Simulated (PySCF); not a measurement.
# Polarisability and C₆ of Ru⁺ (ruthenium, charge +1)

[Kr] 4d7, high-spin 4F determinant. Computed with PySCF 2.14 in aug-cc-pVDZ-PP with ECP28MDF (5s5p4d2f, 54 functions), with scalar relativity through the core potential. Coupled (time-dependent) response in atomic units; α is the mean over directions. A double-zeta set is small for polarisabilities.

```tsv
method	mean α (bohr³)	α xx, yy, zz	C₆ (like pair)	S(−4)
UHF	12.46	12.46, 12.46, 12.46	75.97	70.41
PBE	15.23	15.23, 15.23, 15.23	93.58	131.7
PBE0	14.22	14.22, 14.22, 14.22	87.55	104.6
B97-3	14.08	14.08, 14.08, 14.07	86.07	104.0
BP86	15.33	15.34, 15.34, 15.30	94.57	130.6
```

S(−4) is the Cauchy moment in α(ω) = α(0) + S(−4) ω² + …

Spin-orbit coupling is absent.

α(iu) at PBE:

```csv
u (hartree),α(iu) (bohr³)
0,15.23
0.0500,14.91
0.100,14.09
0.200,11.93
0.300,10.06
0.500,7.623
0.750,5.790
1.00,4.546
1.50,2.966
2.00,2.057
3.00,1.134
5.00,0.4798
```

A single London oscillator, α(iu) = α/(1 + u²/ω²), gives C₆ = (3/4) ω α². Matching the computed C₆ needs ω = 4 × 93.58 / (3 × 15.23²) = 0.538 hartree.

For an ion, C₆ is the dispersion term alone; charge-induced terms of lower order in 1/R come first.

The components differ because the open shell of this determinant is not spherical; for a pure term their mean is the scalar polarisability.

Energies and moments cover only the electrons outside the core potential.
